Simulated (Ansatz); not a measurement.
Basis sets compared for Ga6P5H18⁻, a cluster cut from wurtzite GaP (hydrogen-capped). The state is a singlet with charge -1. Geometry PBE-D4/def2-SVP. Ansatz on 2 threads of AMD EPYC 7R13 on a shared host and a share (18 GiB) of an NVIDIA H100 80GB HBM3; times are rough, and most runs start from earlier orbitals.

```
atom    x (Å)    y (Å)    z (Å)
 Ga1   2.7476  -0.3333  -1.1488
  P2   0.8417   1.0003  -1.8181
  P3  -0.4712  -2.5045  -1.3013
 Ga4  -1.0257  -0.3693  -2.2617
 Ga5   0.1962   2.9446  -0.5292
  P6  -2.7336   0.4028  -0.7536
  P7   1.9921  -1.0354   1.0235
 Ga8   0.4692  -2.8708   0.9436
 Ga9   1.5188   0.6831   2.6492
 P10  -0.2787   1.8800   1.5740
Ga11  -2.4283   0.8468   1.6477
 H12   2.8029  -1.6006  -2.1211
 H13   4.0145   0.6150  -1.0230
 H14   1.1480   1.4870  -3.1313
 H15   0.3813  -3.1071  -2.2776
 H16  -1.6143  -3.3458  -1.5064
 H17  -1.5669  -0.5112  -3.7460
 H18   1.4496   3.9100  -0.3989
 H19  -1.1649   3.4987  -1.1575
 H20  -3.2535   1.5708  -1.3927
 H21  -3.8694  -0.4470  -0.9640
 H22   3.1597  -1.6765   1.5539
 H23   1.2318  -4.2613   0.8171
 H24  -0.7830  -2.7217   1.8949
 H25   2.7800   1.6483   2.7367
 H26   0.9547  -0.0052   3.9690
 H27  -0.4892   3.0042   2.4386
 H28  -2.4356  -0.5969   2.2889
 H29  -3.5738   1.8950   1.9941
```

The 6-31G sets use Cartesian d functions. Single mean-field runs in def2-TZVP are fitted with def2-universal-jkfit.

| level | functions | energy (Eh) | HOMO (eV) | LUMO (eV) | wall time |
| --- | --- | --- | --- | --- | --- |
| HF/STO-3G | 171 | -13100.6884 | -1.91 | 10.95 | 11 s |
| HF/6-31G | 275 | -13251.6344 | -6.40 | 4.96 | 13 s |
| PBE-D4/def2-SVP | 372 | -13262.4516 | -2.89 | 1.52 | 12 s |
| PBE0-D4/def2-SVP | 372 | -13262.8761 | -3.97 | 2.26 | 13 s |

(1) Estimate the rows for PBE-D4/def2-TZVP, PBE0-D4/def2-TZVP (with forces).

Results:

(1) 
```json
{"level": "PBE-D4/def2-TZVP", "functions": "581", "energy (Eh)": "-13264.5280", "HOMO (eV)": "-2.99", "LUMO (eV)": "1.25", "wall time": "13 s"}
{"level": "PBE0-D4/def2-TZVP (with forces)", "functions": "581", "energy (Eh)": "-13264.9352", "HOMO (eV)": "-4.03", "LUMO (eV)": "2.00", "wall time": "15 s"}
```
